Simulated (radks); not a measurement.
Values are calculated unless marked as measured or tabulated.
Question: The table gives one normalised radial function P(r) = r R(r) of Pm2+ in [Xe] 4f4 6d1 (r in bohr). Level of theory: scalar-relativistic Kohn-Sham, r2SCAN, spin-polarised, spherical densities, finite nucleus; open shells are filled with parallel spins first (spin-orbit coupling, left out, can overturn this in heavy ions); meta-GGA in the generalised Kohn-Sham scheme; Fermi nuclear charge, rms radius 4.962 fm (a radial shooting solver on a logarithmic mesh with Libxc functionals).

| r | P |
|---|---|
| 0.001325 | 0.0000 |
| 0.001811 | 0.0000 |
| 0.002493 | 0.0000 |
| 0.003434 | 0.0000 |
| 0.004691 | 0.0000 |
| 0.00646 | 0.0000 |
| 0.008897 | 0.0000 |
| 0.01215 | 0.0000 |
| 0.01674 | 0.0001 |
| 0.02305 | 0.0005 |
| 0.03149 | 0.0014 |
| 0.04337 | 0.0043 |
| 0.05972 | 0.0123 |
| 0.08159 | 0.0321 |
| 0.1124 | 0.0793 |
| 0.1547 | 0.1768 |
| 0.2114 | 0.3422 |
| 0.2911 | 0.5822 |
| 0.4009 | 0.8392 |
| 0.5477 | 1.0047 |
| 0.7542 | 0.9912 |
| 1.039 | 0.8130 |
| 1.43 | 0.5668 |
| 1.954 | 0.3356 |
| 2.691 | 0.1527 |
| 3.706 | 0.0508 |
| 5.063 | 0.0114 |
| 6.972 | 0.0012 |
| 9.601 | 0.0001 |
| 13.12 | 0.0000 |
| 18.06 | 0.0000 |

Which n and l does it have? It may be an empty orbital.

Answer: n = 4, l = 3: the number of nodes gives n - l - 1 = 0, the rise at small r (about r^(l+1), flatter next to the nucleus through relativity) gives l, and the extent must fit the shell. The curve is that of 4f down; the table hardly tells the two spins apart. 4f down (empty): eigenvalue -23.337 eV, 0 radial nodes, <r> = 0.959 bohr, 90 % of the charge inside 1.65 bohr.
